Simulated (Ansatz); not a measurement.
Start from `F[SiH2]CS` and change one element to get `OC[SiH2]F`.

Ansatz, PBE0-D4/def2-TZVP geometries, multiplicity 1. Each molecule was computed in one conformer, which needn't be the lowest.

```csv
property,`F[SiH2]CS`
LUMO energy (PBE0/def2-TZVPP) / eV,0.03
HOMO–LUMO gap (ωB97M-V/def2-TZVPP) / eV,10.93
HOMO energy (B3LYP/def2-TZVPP) / eV,-6.73
"ideal-gas entropy at 298 K and 1 bar (rigid rotor, harmonic PBE0-D4/def2-TZVP) / J/(mol·K)",325
HOMO energy (ωB97M-V/def2-TZVPP) / eV,-9.18
size of the dipole moment (B3LYP/def2-TZVPP) / D,1.61
```

(1) What does the change do to each property? (Estimate.)

Answers

(1) Ansatz gave: 
| property | `OC[SiH2]F` | shift |
| --- | --- | --- |
| LUMO energy (PBE0/def2-TZVPP) / eV | -0.03 | -0.06 |
| HOMO–LUMO gap (ωB97M-V/def2-TZVPP) / eV | 11.76 | 0.83 |
| HOMO energy (B3LYP/def2-TZVPP) / eV | -7.51 | -0.78 |
| ideal-gas entropy at 298 K and 1 bar (rigid rotor, harmonic PBE0-D4/def2-TZVP) / J/(mol·K) | 314 | -11 |
| HOMO energy (ωB97M-V/def2-TZVPP) / eV | -10.09 | -0.91 |
| size of the dipole moment (B3LYP/def2-TZVPP) / D | 1.23 | -0.38 |

With PBE0 the HOMO falls by 0.77 eV and the LUMO falls by 0.06 eV, so the gap widens by about 0.71 eV. PBE moves the HOMO by -0.45 eV and ωB97M-V by -0.91 eV. Dipoles are sizes alone; their direction can turn.

B3LYP here is the variant with VWN-RPA as its local correlation; programs differ in this.
